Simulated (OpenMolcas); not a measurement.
Er2+ among 6 point charges of -1 e arranged as an octahedron (Oh).

```json
{
 "Program": "OpenMolcas",
 "Method": "CASSCF",
 "Basis": "ANO-RCC-VDZP [7s6p4d2f1g]",
 "Scalar Hamiltonian": "DKH2, point nucleus",
 "Active space": "12 electrons in 7 orbitals (4f)",
 "State averaging": "2S+1 = 3 even, 21 roots; 2S+1 = 1 even, 27 roots kept (CI in the orbitals of an earlier block)",
 "Spin-orbit coupling": "state interaction with AMFI integrals over the reference wave functions"
}
```

All point charges move together. At R = 2.93 Å the width of the lowest J multiplet is 89 cm-1, and at R = 3.19 Å it is 58 cm-1.

Question: A third run gives 113 cm-1. What distance was it run at?

Answer: With a power law R^-n the two known points give n = -ln(58 / 89) / ln(3.19 / 2.93) = 5.04. Then R = 2.93 × (89 / 113)^(1/5.04) = 2.794 Å. The run was at 2.79 Å, so the estimate is off by +0.004 Å.

This is an electrostatic model: the charges have no orbitals. No measured value stands beside these numbers.
